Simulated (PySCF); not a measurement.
Fill in the blanks.

Compound: Si(CN)2Cl2, C2Cl2N2Si.
Geometry (PBE0-D3(BJ)/def2-SVP, Å), atoms numbered from 1 in this order:
```xyz
7
C2Cl2N2Si angstrom
Si    -0.3790   -0.0044   -0.3013
C     -0.4051   -0.0503    1.5353
N     -0.4230   -0.0752    2.6940
C      1.3771   -0.0096   -0.8393
N      2.4833   -0.0085   -1.1851
Cl    -1.2645    1.7032   -0.9413
Cl    -1.2968   -1.6572   -1.0309
```

```tsv
property	level	value
point group	PBE0-D3(BJ)/def2-SVP	C2v
rotational constants A, B, C	PBE0-D3(BJ)/def2-SVP	1.257, 1.218, 1.198 GHz
dipole moment	PBE0/def2-SVPD	2.66 D
HOMO energy	PBE0/def2-SVPD	?
LUMO energy	PBE0/def2-SVPD	?
lowest singlet excitation	TDDFT PBE0/def2-SVPD	6.46 eV (192 nm, f = 0.000)
strongest line among the 10 lowest singlet transitions	TDDFT PBE0/def2-SVPD	S5 at 6.79 eV (183 nm, f = 0.025)
lowest triplet excitation (Tamm–Dancoff)	TDA PBE0/def2-SVPD	?
static isotropic polarisability	PBE0/def2-SVPD	?
vertical ionisation energy	ΔSCF PBE0/def2-SVPD	12.39 eV
vertical electron affinity	ΔSCF PBE0/def2-SVPD	0.72 eV
electronic spatial extent ⟨r²⟩ about the centre of nuclear charge	PBE0/def2-SVPD	?
13C chemical shifts (computed TMS as zero) by class	GIAO B3LYP/pcSseg-1	?
isotropic shieldings of nuclei other than C and H, by class	GIAO B3LYP/pcSseg-1	?
core binding energies	ΔSCF SCAN, pcX-2 on the ionised atom, pcseg-1 elsewhere, spin-free X2C, 2p3/2 from a spin–orbit splitting computed afterwards within the 2p shell	Si2p3/2 110.7 (Si1), Cl2p3/2 207.6 (Cl6/Cl7), C1s 293.0 (C2/C4), N1s 406.5 (N3/N5), Si1s 1850.9 (Si1), Cl1s 2830.2 (Cl6/Cl7) eV
```

Electronic properties: PySCF, gas phase, density fitting.

The electronic spatial extent ⟨r²⟩ about the centre of nuclear charge?

1237 bohr².

Give the 13C chemical shifts (computed TMS as zero) by class.

119.5 (C2/C4) ppm.

Give the isotropic shieldings of nuclei other than C and H, by class.

-115 (N3/N5), 394 (Si1), 818 (Cl6/Cl7) ppm.

The static isotropic polarisability?

78.4 au.

Give the lowest triplet excitation (Tamm–Dancoff).

5.37 eV.

What is the HOMO energy?

-10.47 eV.

Give the LUMO energy.

-2.44 eV.

The 10 singlets span 6.46 to 7.24 eV, and their oscillator strengths add up to 0.07. The rotational constants make it an asymmetric top with κ = (2B − A − C)/(A − C) = -0.3, nearer the prolate limit (−1). The polarisability is 11.61 Å³ as a volume (1 au = 0.148185 Å³), or 1.06 au for each of the 74 electrons. The largest Löwdin shares of the HOMO are 0.40 on Cl6, 0.40 on Cl7, 0.06 on N5 and 0.05 on N3. From the two ΔSCF values, the fundamental gap I − A is 11.67 eV and the Mulliken electronegativity (I + A)/2 is 6.56 eV.
